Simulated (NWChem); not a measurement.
# C2H6BCl; SMILES CB(C)Cl

Results from NWChem. Pople sets run with spherical d functions. Structure relaxed at the PBE0/def2-SVP level. Ions are spin-unrestricted doublets at the neutral geometry; other ion states weren't tried.

**Question.** Estimate the computed values for B3LYP/6-31+G*. Quantities: vertical ionisation energy, ΔSCF (eV); −ε(HOMO) (eV).

**Answer.** 
```
Quantity                               Value
-------------------------------------  -----
vertical ionisation energy, ΔSCF (eV)  10.51
−ε(HOMO) (eV)                           8.05
```
